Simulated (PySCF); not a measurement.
# Structure from 2D NMR

Compound of formula C₅H₁₀Cl₂Si. Correlations simulated from computed shifts and the bond graph:

HSQC (one-bond C–H):
```
  δH    δC
6.14  91.2
2.88  51.0
2.24  26.9
1.69  11.4
1.65  11.4
1.26  14.9
```

COSY cross peaks (H two or three bonds apart, from the bond graph; peaks can be absent where the dihedral angle is near 90°):
```
  δH    δH
6.14  2.88
4.70  4.70
4.70  2.24
4.70  1.69
4.70  1.65
4.70  2.24
4.70  1.69
4.70  1.65
2.88  2.24
2.88  1.69
2.88  1.65
2.24  1.26
1.69  1.65
```

HMBC (two and three bonds, from the bond graph):
```
  δH                      δC
6.14        51.0, 26.9, 11.4
4.70  51.0, 26.9, 14.9, 11.4
4.70  51.0, 26.9, 14.9, 11.4
2.88  91.2, 26.9, 14.9, 11.4
2.24  91.2, 51.0, 14.9, 11.4
1.69        91.2, 51.0, 26.9
1.65        91.2, 51.0, 26.9
1.26              51.0, 26.9
```

[PySCF 2.14.0 with density-fitted response routines: GFN2-xTB geometry; GIAO PBE0/pcSseg-1 shieldings; one computed conformer; non-relativistic; gas phase; fast rotation and ring inversion assumed for equivalent nuclei]

Scale: $^{1}$H and $^{13}$C vs TMS (reference shieldings calculated alike).

Exchangeable hydrogens are left out of these lists.

Which molecule is this?

Answers

`C[C@@H]1[SiH2]C[C@@H]1C(Cl)Cl`.

Atoms are numbered as in `[CH3:1][C@@H:2]1[SiH2:3][CH2:4][C@@H:5]1[CH:6]([Cl:7])[Cl:8]` (H(Xn): hydrogen on atom n). Ha(Si3), Ha(C4) are cis to C1 on the ring; Hb(Si3), Hb(C4) are trans to C1 on the ring.

- δC 91.2 is C6, an sp3 CH bonded to 2 Cl (δH 6.14).
- δC 51.0 is C5, an sp3 CH in a ring (δH 2.88).
- δC 26.9 is C2, an sp3 CH bonded to Si (δH 2.24).
- δC 14.9 is C1, a methyl carbon (δH 1.26).
- δC 11.4 is C4, an sp3 CH2 bonded to Si (δH 1.65, 1.69).
- COSY links 6.14–2.88, 4.70–4.70, 4.70–2.24, 4.70–1.69, 4.70–1.65, 4.70–2.24.

This is the structure that produced the data.

Carbons that carry Cl, above all several Cl atoms, come out too deshielded, partly because spin–orbit coupling is missing. Shifts are as computed. Against solution values, carbons near 30 ppm lie about +3 ppm off and those near 130 ppm about +5 ppm; carbons on Cl a further +6 ppm. Of 1211 compounds with measured shifts, 218 miss one by over three times the rms of a fit or turn the order of signals round; such compounds aren't used in these exercises.
